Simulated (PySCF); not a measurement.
Radial density of Br²⁺ (bromine, charge +2)

UHF, [Ar] 3d10 4s1 4p4, high-spin 4P determinant (an excited configuration). All numbers are calculated (PySCF 2.14, the spin-free X2C one-electron Hamiltonian (Gaussian nucleus), in x2c-TZVPPall (6s5p4d1f, 48 functions)).

| r (bohr) | 4πr²ρ (e/bohr) | 4πr²(ρα − ρβ) |
| --- | --- | --- |
| 0.000643 | 0.2713 | 0.0002 |
| 0.00108 | 0.6658 | 0.0006 |
| 0.00182 | 1.629 | 0.0015 |
| 0.00306 | 3.876 | 0.0034 |
| 0.00515 | 8.709 | 0.0076 |
| 0.00866 | 17.85 | 0.0153 |
| 0.0146 | 31.38 | 0.0259 |
| 0.0245 | 42.54 | 0.0337 |
| 0.0412 | 40.38 | 0.0408 |
| 0.0693 | 35.99 | 0.0997 |
| 0.117 | 50.00 | 0.1709 |
| 0.196 | 39.72 | -0.0163 |
| 0.330 | 29.61 | 0.2910 |
| 0.555 | 31.32 | 0.1538 |
| 0.934 | 8.528 | 0.7043 |
| 1.57 | 3.815 | 2.2270 |
| 2.64 | 1.041 | 0.5283 |
| 4.44 | 0.02674 | 0.0043 |
| 7.47 | 3.655e-05 | 0.0000 |

Densities and radii are taken from the X2C orbitals without a picture-change correction, which distorts them close to the nucleus.

Task: Where is the radial spin density 4πr²(ρα − ρβ) most negative, and why is it negative at all?

Result: Around r = 0.196 bohr, down to -0.0163 e/bohr: exchange with the open shell polarises the paired shells in an unrestricted calculation.
